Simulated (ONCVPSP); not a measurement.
# Transferability test, ONCV potential for neon (Ne)

ONCVPSP 4.0.1 input, shortened (lines: element, Z, core and valence counts, functional; n l f; lmax; l rc ep ncon nbas qcut; lloc lpopt rc5 dvloc0; l nproj debl; icmod fcfact rcfact), LDA (Perdew-Wang 92), scalar-relativistic:

```
  Ne 10.00    1    2  -001012      upf
    1    0    2.00
    2    0    2.00
    2    1    6.00
    2
    0    0.50    0.00    4    7   12.60
    1    0.90    0.00    4    7   15.70
    2    0.70    0.33    4    8   13.70
    4    5    0.40    0.00
    0    2    3.50
    1    2    1.20
    2    3    1.20
    3    3.50    1.65
```

Energies are relative to the spin-unpolarised reference configuration 2s2 2p6; without spin polarisation the order of configurations can differ from experiment.

```
valence configuration  charge  ΔE all-electron (eV)  error AE − PS (meV)
              2s2 2p5      +1                22.657                 +0.3
              2s2 2p4      +2                66.066                  +18
              2s2 2p3      +3               133.599                  +86
            2s2 2p5.5    +0.5                 8.963                 -0.7
```

Note: ghosts flagged at negative energy: s at -609.2 eV, d at -164.3 eV; no localised positive-energy state flagged. A true bound ghost makes a file unfit for plane-wave use.
